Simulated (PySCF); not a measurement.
Polarisability and C₆ of Pt⁻ (platinum, charge -1)

[Xe] 4f14 5d9 6s2, 2D determinant. All numbers are calculated (PySCF 2.14, the spin-free X2C one-electron Hamiltonian (Gaussian nucleus), in x2c-TZVPPall with one added diffuse shell each of s, p, d, f type (12s8p8d4f1g, 113 functions)). Coupled (time-dependent) response in atomic units; α is the mean over directions.

```
method  mean α (bohr³)         α xx, yy, zz  C₆ (like pair)  S(−4)
   UHF           255.2  261.8, 261.8, 242.0            3793  90690
```

S(−4) is the Cauchy moment in α(ω) = α(0) + S(−4) ω² + …

Spin-orbit coupling is absent.

α(iu) at UHF:

```tsv
u (hartree)	α(iu) (bohr³)
0	255.2
0.0500	163.5
0.100	97.71
0.200	47.43
0.300	29.74
0.500	16.47
0.750	10.27
1.00	7.264
1.50	4.334
2.00	2.929
3.00	1.611
5.00	0.7056
```

A single London oscillator, α(iu) = α/(1 + u²/ω²), gives C₆ = (3/4) ω α². Matching the computed C₆ needs ω = 4 × 3793 / (3 × 255.2²) = 0.0777 hartree.

For an ion, C₆ is the dispersion term alone; charge-induced terms of lower order in 1/R come first.

The components differ because the open shell of this determinant is not spherical; for a pure term their mean is the scalar polarisability.

Spin-orbit coupling, absent here, splits the open shell strongly.
